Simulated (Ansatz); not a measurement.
`NCSCF` and `FC[S][AlH2]` differ in one atom or group.

Ansatz, PBE0-D4/def2-TZVP geometries, multiplicity 1. Each molecule was computed in one conformer, which needn't be the lowest.

```
                                          property  `NCSCF`
              HOMO–LUMO gap (PBE0/def2-TZVPP) / eV     7.36
    size of the dipole moment (PBE/def2-TZVPP) / D     2.05
                 LUMO energy (PBE/def2-TZVPP) / eV    -0.38
           HOMO–LUMO gap (ωB97M-V/def2-TZVPP) / eV    11.26
             LUMO energy (ωB97M-V/def2-TZVPP) / eV     2.21
size of the dipole moment (ωB97M-V/def2-TZVPP) / D     2.08
```

(1) What does the change do to each property? (An estimate is asked.)

Answers

(1) The calculation gave: 
```
                                          property  `FC[S][AlH2]`  shift
              HOMO–LUMO gap (PBE0/def2-TZVPP) / eV           6.07  -1.29
    size of the dipole moment (PBE/def2-TZVPP) / D           2.30   0.25
                 LUMO energy (PBE/def2-TZVPP) / eV          -1.85  -1.47
           HOMO–LUMO gap (ωB97M-V/def2-TZVPP) / eV           9.95  -1.31
             LUMO energy (ωB97M-V/def2-TZVPP) / eV           0.77  -1.44
size of the dipole moment (ωB97M-V/def2-TZVPP) / D           2.35   0.27
```

With PBE0 the HOMO falls by 0.20 eV and the LUMO falls by 1.49 eV, so the gap narrows by about 1.29 eV. PBE moves the HOMO by -0.27 eV and ωB97M-V by -0.12 eV. Dipoles are sizes alone; their direction can turn.
